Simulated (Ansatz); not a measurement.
`C=[CH][Sn]([F])([F])[F]` + H₂ → `[F][SnH]([F])[F]` + `C=C` at 500 K and 1 bar (hydrogenolysis of the Sn–C bond).

Calculated with Ansatz (gas phase, PBE0-D4/def2-TZVP geometries, no zero-point term in ΔE). CCSD(T)/CBS is the MP2 limit (def2-TZVPP, def2-QZVPP) plus CCSD(T) − MP2 in def2-TZVPP, frozen cores. This one scheme is used for every species. Elements past krypton have def2 core potentials. For Sn outer-core shells are correlated without core-valence functions, which leaves a few kJ/mol of doubt a bond. One conformer a species, not always the lowest.

| species | CCSD(T)/CBS energy (Eh) | H − E (kJ/mol) | S (J/(mol·K)) |
| --- | --- | --- | --- |
| `C=[CH][Sn]([F])([F])[F]` | -591.39224 | 176.6 | 453.0 |
| H₂ | -1.17544 | 41.0 | 145.5 |
| `[F][SnH]([F])[F]` | -514.09299 | 67.5 | 356.3 |
| `C=C` | -78.48111 | 155.1 | 245.3 |

H − E and S are ideal-gas, rigid-rotor, harmonic terms from PBE0-D4/def2-TZVP, for one conformer and one mirror image of each species. For small species the MP2-based limit differs from directly extrapolated CCSD(T) by up to some mEh (0.8 for H₂); such offsets cancel only in part. 1 Eh = 2625.50 kJ/mol, R = 8.31446 J/(mol·K).

Problem. By hand: ΔE, ΔH, ΔS and ΔG.

Solution. ΔE = (-514.09299) + (-78.48111) − (-591.39224) − (-1.17544) = -0.00642 Eh = -16.9 kJ/mol. Δ(H − E) = 67.5 + 155.1 − 176.6 − 41.0 = 5.0, so ΔH = -11.9 kJ/mol. ΔS = 356.3 + 245.3 − 453.0 − 145.5 = 3.1 J/(mol·K). ΔG = -11.9 − 500 × (3.1)/1000 = -13.5 kJ/mol.

Problem. By hand: the equilibrium constant, and the temperature at which ΔG would vanish if ΔH and ΔS stayed fixed.

Solution. log₁₀ K = −ΔG/(RT ln 10) = 1.4. ΔH and −TΔS have one sign here, so there is no such temperature.

The number of gas molecules stays the same, so ΔS is small and ΔH decides. A doubt of 5 kJ/mol in ΔE shifts log₁₀ K by 0.5 here. Other conformers and mirror images would add mixing entropy, several J/(mol·K) or more a flexible species. Modes under 60 cm⁻¹, often nearly free rotors, make the harmonic entropy too high. These are equilibria of isolated gas molecules and say nothing of rates. Largest T1 diagnostic: 0.015 (customary marks: 0.02 for closed shells, 0.045 for open ones).

ΔS is within the doubt of such terms, so its sign, and with it that verdict, could turn.
